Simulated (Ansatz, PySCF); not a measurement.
Torsion F1–Te2–Se3–H4 in FHSeTe (SMILES F[Te][SeH]); at each angle all else is relaxed with GFN2-xTB, and the levels are single points there.
Geometry at 90° (charge 0, multiplicity 1):
```
atom    x (Å)    y (Å)    z (Å)
----  -------  -------  -------
F      1.8602  -0.7061   0.3005
Te     1.0303   1.0396  -0.2614
Se    -1.2802   0.4826   0.2969
H     -1.3297   0.9413   1.6797
```

On the grid 0° to 330°, 0° is the highest and 90° the lowest point at CCSD(T)/CBS(def2-TZVPP, def2-QZVPP).

Frozen-core correlation. Filled d and f shells under p-block atoms count as core. CBS: X⁻³ extrapolation of the correlation energy, Hartree–Fock from the larger set.

The values were computed with Ansatz (Gaussian basis) for Hartree–Fock, density functionals and correlated methods; PySCF for the dispersion terms. Each number belongs to the level named beside it. In def2 rows elements past Kr take small-core potentials, without spin–orbit coupling.

PBE/def2-TZVPP gives 53.1 kJ/mol for the energy at 0° less that at 90°.

Where do these levels fall relative to PBE: PBE-D3(BJ)/def2-TZVPP, r2SCAN/def2-TZVPP, PBE0/def2-TZVPP, wB97M-V/def2-TZVPP, MP2/CBS(def2-TZVPP, def2-QZVPP), CCSD(T)/CBS(def2-TZVPP, def2-QZVPP).

PBE-D3(BJ)/def2-TZVPP -0.2; r2SCAN/def2-TZVPP -1.2; PBE0/def2-TZVPP -5.0; wB97M-V/def2-TZVPP -9.9; MP2/CBS(def2-TZVPP, def2-QZVPP) -6.4; CCSD(T)/CBS(def2-TZVPP, def2-QZVPP) -8.5 kJ/mol. 0 of 6 lie above PBE; the widest gap is to wB97M-V/def2-TZVPP.

Ansatz is a first-principles code.
